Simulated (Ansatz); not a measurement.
C2H3BCl2O. Charge 0, multiplicity 1. The bonds changed during the relaxation, so this is another structure than the one it started from. The geometry is a stationary point of PBE0-D4/def2-TZVP.

```xyz
9

Cl   -1.971   -1.375    1.394
C    -0.764   -0.630    0.497
Cl   -0.191    2.192    1.002
B     0.362    0.508    0.592
C     0.473    0.041   -0.982
O    -0.552   -1.048   -0.686
H     1.265    0.093    1.280
H     1.363   -0.459   -1.359
H     0.016    0.678   -1.737
```

Question: What is the dipole moment at B3LYP/def2-TZVPP? (Estimate.)

Answer: The calculation gave: 3.24 D, with components (-0.58, -2.82, -1.49) D in this frame, pointing from negative to positive charge.

Question: And with PBE, r2SCAN, ωB97M-V? (Estimate.)

Answer: The calculation gave: PBE 3.21 D, r2SCAN 3.24 D, ωB97M-V 3.32 D.

Question: Give the Mulliken charges with B3LYP, PBE, ωB97M-V in def2-TZVPP. (Estimate.)

Answer: Ansatz gave: 
```
atom  B3LYP    PBE  ωB97M-V
 Cl1   0.03   0.04     0.07
  C2   0.25   0.20     0.25
 Cl3  -0.26  -0.23    -0.22
  B4  -0.04  -0.07    -0.20
  C5  -0.13  -0.13    -0.16
  O6  -0.13  -0.06    -0.12
  H7   0.01   0.01     0.09
  H8   0.13   0.12     0.14
  H9   0.14   0.13     0.15
```

B3LYP here is the variant with VWN-RPA as its local correlation; programs differ in this.
